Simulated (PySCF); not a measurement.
Ligands exchanged one at a time, Al Br-SH. All species are isolated molecules in the gas phase. One relaxed conformer stands for each flexible species; it need not be the lowest. Strings in code marks are SMILES.

Calculation: ωB97X-D3(BJ)/def2-TZVP // B3LYP-D3(BJ)/def2-TZVP (PySCF). All candidates: neutral, multiplicity 1. Excitations are Tamm–Dancoff values on a coarser integration grid. The basis has no diffuse functions, so Rydberg states are missing or too high.

```
Quantity                Result
-------------------  ---------
S1 excitation (TDA)    6.38 eV
HOMO–LUMO gap         11.40 eV
HOMO                 -11.03 eV
```

Name which member has these values.
A) `[SH][Al]([SH])[SH]`
B) `[Br][Al]([Br])[Br]`
C) `[SH][Al]([SH])[Br]` (H–S–Al–Br torsion -180°, Br–Al–S–H torsion 0°)
D) `[SH][Al]([Br])[Br]` (H–S–Al–Br torsion 0°)

B, `[Br][Al]([Br])[Br]`. The others give `[SH][Al]([SH])[Br]` (H–S–Al–Br torsion -180°, Br–Al–S–H torsion 0°): 6.13 eV, 11.30 eV, -10.31 eV; `[SH][Al]([SH])[SH]`: 6.15 eV, 11.40 eV, -10.14 eV; `[SH][Al]([Br])[Br]` (H–S–Al–Br torsion 0°): 6.13 eV, 11.32 eV, -10.63 eV
